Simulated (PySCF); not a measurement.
## Exercise with solution: dipole moment from atomic charges

Si(Cl)2(NH2)2 (Cl2H4N2Si), SMILES N[Si](N)(Cl)Cl. Atoms are numbered in the order given.

```xyz
9

N     -0.3322     1.3488     1.3564
Si     0.0000     0.0000     0.3678
N      0.3322    -1.3488     1.3564
Cl    -1.6527    -0.1570    -0.8894
Cl     1.6527     0.1570    -0.8894
H      0.3400     1.6318     2.0632
H     -0.8573     2.1346     0.9873
H     -0.3400    -1.6318     2.0632
H      0.8573    -2.1346     0.9873
```
Charge 0, spin multiplicity 1.

Geometry optimised at B3LYP-D3(BJ)/def2-SVP. The values are those of a single conformer.

Charges (e) from PBE/def2-TZVP (PySCF):

| atom | Mulliken | ESP fit |
|---|---|---|
| N1 | -0.549 | -0.780 |
| Si2 | 0.616 | 0.415 |
| N3 | -0.549 | -0.780 |
| Cl4 | -0.236 | -0.145 |
| Cl5 | -0.236 | -0.145 |
| H6 | 0.238 | 0.370 |
| H7 | 0.240 | 0.347 |
| H8 | 0.238 | 0.370 |
| H9 | 0.240 | 0.347 |

The dipole moment of the full density is 2.39 D.

Question: What dipole moment does each set of point charges give, and which comes closer to that of the density?

Answer: 
μ = Σ q r, and 1 e Å = 4.8032 D.
Mulliken: Σ q r = (0.000, 0.000, 0.613) e Å, |μ| = 2.94 D.
ESP fit: Σ q r = (0.000, 0.000, 0.507) e Å, |μ| = 2.43 D.
ESP fit comes closer in size. Point charges leave out the atoms' own dipoles (lone pairs, polarised bonds); fits to the potential absorb them, partitions of the density don't.
